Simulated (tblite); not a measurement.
Species: C4H9NSSi2.
SMILES with atom numbers: `[N:1]#[C:2][C@H:3]1[CH2:4][Si@H:5]([S:6][SiH3:7])[CH2:8]1` (hydrogens: H9 on C3; H10, H11 on C4; H12 on Si5; H13, H14, H15 on Si7; H16, H17 on C8)

Computed geometry: GFN2-xTB, gas phase.

Question: What internal coordinates does the optimisation give?

Answer: 
```json
{"bond": "N1≡C2", "length (Å)": "1.144", "order": "triple"}
{"bond": "C2–C3", "length (Å)": "1.435", "order": "single"}
{"bond": "C3–C4, C3–C8", "length (Å)": "1.549", "order": "single"}
{"bond": "C4–Si5, Si5–C8", "length (Å)": "1.908", "order": "single"}
{"bond": "Si5–S6", "length (Å)": "2.143", "order": "single"}
{"bond": "S6–Si7", "length (Å)": "2.150", "order": "single"}
{"bond": "C3–H9", "length (Å)": "1.093", "order": "single"}
{"bond": "C4–H10, C8–H16", "length (Å)": "1.088", "order": "single"}
{"bond": "C4–H11, C8–H17", "length (Å)": "1.087", "order": "single"}
{"bond": "Si5–H12", "length (Å)": "1.459", "order": "single"}
{"bond": "Si7–H13, Si7–H14, Si7–H15", "length (Å)": "1.455", "order": "single"}
```

Bonds in one row agree within 0.01 Å and their mean is given. Orders are formal, as drawn. A selection of angles:
```json
{"angle": "N1–C2–C3", "degrees": "178.4"}
{"angle": "C2–C3–C4", "degrees": "110.6"}
{"angle": "C2–C3–H9", "degrees": "108.4"}
{"angle": "C4–C3–C8", "degrees": "100.4"}
{"angle": "C4–C3–H9", "degrees": "113.4"}
{"angle": "C3–C4–Si5", "degrees": "90.3"}
{"angle": "C3–C4–H10", "degrees": "111.7"}
{"angle": "C3–C4–H11", "degrees": "113.3"}
{"angle": "Si5–C4–H10", "degrees": "115.1"}
{"angle": "Si5–C4–H11", "degrees": "117.6"}
{"angle": "H10–C4–H11", "degrees": "108.0"}
{"angle": "C4–Si5–S6", "degrees": "113.8"}
{"angle": "C4–Si5–C8", "degrees": "77.2"}
{"angle": "C4–Si5–H12", "degrees": "117.6"}
{"angle": "S6–Si5–C8", "degrees": "118.1"}
{"angle": "S6–Si5–H12", "degrees": "110.9"}
{"angle": "C8–Si5–H12", "degrees": "115.8"}
{"angle": "Si5–S6–Si7", "degrees": "102.6"}
{"angle": "S6–Si7–H13", "degrees": "102.8"}
{"angle": "S6–Si7–H14", "degrees": "108.1"}
{"angle": "H13–Si7–H14", "degrees": "113.3"}
{"angle": "H14–Si7–H15", "degrees": "110.8"}
```

Torsions: C2–C3–C4–Si5 105° (anticlinal); C3–C4–Si5–S6 125° (anticlinal); C4–Si5–S6–Si7 -171° (antiperiplanar); C4–Si5–C8–C3 -10° (synperiplanar); C2–C3–C8–Si5 -105° (anticlinal).

S6 (sulfur bonded to 2 Si) is bent (angle 102.6°). Si7 (SiH3 silicon) is distorted tetrahedral (angles from 102.8° to 113.6°). The 4-membered ring C3–C4–Si5–C8 has internal angles of 77.2° to 100.4°; it is puckered, 0.08 Å rms from its mean plane, widest ring torsion 12°. Si5 (SiH silicon) has angles from 77.2° to 118.1°. The 3 C–C bonds span 1.435 Å (C2–C3, drawn single) to 1.549 Å (C3–C8, drawn single), a spread of 0.114 Å.

Point group: C1 (no symmetry element, even within 0.4 Å). Its GFN2-xTB frequencies are all real (lowest 22 cm⁻¹). One conformer, not necessarily the lowest.

Time: 3.4 s. Hardware: one thread, Arm Neoverse N1 (aarch64), on a shared host. This is the geometry optimisation.
